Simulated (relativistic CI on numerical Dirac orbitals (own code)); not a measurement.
In3+: calculation against measurement

Method of calculation: Dirac-Coulomb-Breit CI, orbitals from a KLI potential per configuration, model QED (radiative potential, 1s self-energy scaled to tabulated hydrogen-like ionisation energies), valence Slater integrals scaled by 0.85, configuration energies shifted to the measured levels that pair with them (semi-empirical) (own radial code, finite nucleus).

Configuration list (outside the closed core [Kr]): 4d¹⁰, 4d⁹5s, 4d⁹5p, 4d⁸5s², 4d⁹5d, 4d⁹6s, 4d⁹6p, 4d⁹4f, 4d⁸4f², 4d⁹6d, 4d⁸5s5p, 4d⁹5f, 4d⁹5g, 4d⁹6f, 4d⁹6g, 4d⁸5p², 4d⁸5s5d, 4d⁸4f5s. Levels of other configurations are missing.

```csv
Configuration,Term (tabulated),J,Measured (cm⁻¹),Computed,Error,Purity (%)
4d¹⁰,1S,0,0.0,0,0,100
4d⁹5s,3D,3,128641.4,128840,199,100
4d⁹5s,3D,2,130879.2,130960,80,73
4d⁹5s,3D,1,135791.4,135711,-80,100
4d⁹5s,1D,2,138662.1,138475,-187,73
4d⁹5p,3P°,2,193894.2,194328,433,89
4d⁹5p,3F°,3,196599.7,197063,464,59
4d⁹5p,3P°,1,200553.1,200553,0,90
4d⁹5p,3F°,4,201051.4,200943,-108,100
4d⁹5p,3F°,2,202024.6,202203,179,84
4d⁹5p,3P°,0,204947.6,204689,-258,100
4d⁹5p,1D°,2,205252.2,205544,292,66
4d⁹5p,3D°,3,205848.9,205785,-64,69
4d⁹5p,1P°,1,208598.5,208987,388,82
4d⁹5p,3D°,1,211546.8,211362,-185,75
4d⁹5p,3D°,2,212679.6,212520,-159,60
4d⁸5s²,3F,4,277340.2,277045,-295,95
4d⁸5s²,3F,3,283497.2,283067,-430,95
4d⁸5s²,3F,2,284985.4,284842,-143,67
4d⁹5d,3S,1,285946.9,286200,254,78
4d⁹5d,3P,2,288732.1,288956,224,64
4d⁹5d,3G,5,289432.9,289466,33,100
4d⁹5d,3D,3,290845.9,290772,-74,79
4d⁹5d,3P,0,292068.6,292242,173,89
4d⁹5d,3F,4,292221.8,292050,-172,76
4d⁹5d,3G,3,296394.7,296244,-150,76
4d⁹5d,3D,1,296723.8,296690,-33,72
4d⁸5s²,3P †,0,297850.5,298665,814,85
4d⁸5s²,3P †,1,298619.5,298929,310,79
4d⁹6s,3D,3,298643.9,298748,104,98
4d⁹5d,3F,2,298925.8,298604,-322,72
4d⁸5s²,1G,4,302457.9,302601,143,90
4d⁹6s,3D,1,305793.7,305690,-104,100
4d⁹5d,1S,0,309455.8,311770,2314,88
4d⁹6p,3P°,2,321515.5,321383,-132,85
4d⁹6p,3F°,4,323452.2,323501,49,99
4d⁹6p,3D°,3,324925.2,325082,157,80
4d⁹4f,3P°,0,327893.1,327893,0,89
4d⁹4f,3P°,1,328547.4,328673,125,83
4d⁹6p,3F°,2,328806.5,328905,99,80
4d⁹4f,3P°,2,329640.5,329699,58,64
4d⁹6p,3P°,0,329773.4,329644,-130,90
4d⁹4f,3H°,6,330512.3,330459,-53,100
4d⁹6p,3D°,1,331368.5,331320,-49,81
4d⁹4f,3G°,5,332819.1,332771,-48,69
```

Measured levels from measured levels as listed in Gamrath, thesis, University of Mons (2023); pairs were made by configuration, J and term (by order where the table uses no LS term), so strongly mixed levels may be paired wrongly.

Mean error by configuration (cm⁻¹): 4d⁹5s 3; 4d⁹5p 89; 4d⁸5s² -181; 4d⁹5d 225; 4d⁹6s 0; 4d⁹6p -1; 4d⁹4f 16. Over the excited levels the mean absolute error is 213 cm⁻¹ (44 of the 69 excited levels that our extract of the source holds in range could be paired, and the others can miss by more), and the median relative error of those above 1,000 cm⁻¹ is 0.052 %, both after the shifts were fitted to these levels, so that a configuration with one level shows no error. † marks terms whose computed intervals miss the measured ones by more than a factor of 2.5, or configurations far off the rest, from wrong mixing, a near crossing or a doubtful label or measurement; they are left out of the means.

Configurations whose levels could be paired with our table of measured levels were shifted onto them, all but the ground configuration, by the median error of their levels; single terms can still be off by 1,000 to 2,000 cm⁻¹ or more, and rates follow the energies as ν³ (E1, M1) or ν⁵ (E2). The others borrow a shift and can be off by several thousand cm⁻¹ or more. The fine structure of a lone outer electron comes out too small, for d and f at times inverted, and misplaced configurations move strength between like terms. 44 of the 69 excited levels that our extract of the measured tables holds in this range could be paired (the sources list more); they are missed by 229 cm⁻¹ on average and 2314 at most, after the shifts were fitted to these levels, and levels without a partner can miss by more.

Shifts applied (cm⁻¹): 4d¹⁰ 0; 4d⁹5s -7089; 4d⁹5p -5169; 4d⁸5s² -11562; 4d⁹5d -1800; 4d⁹6s -1597; 4d⁹6p -1191; 4d⁹4f -6199.
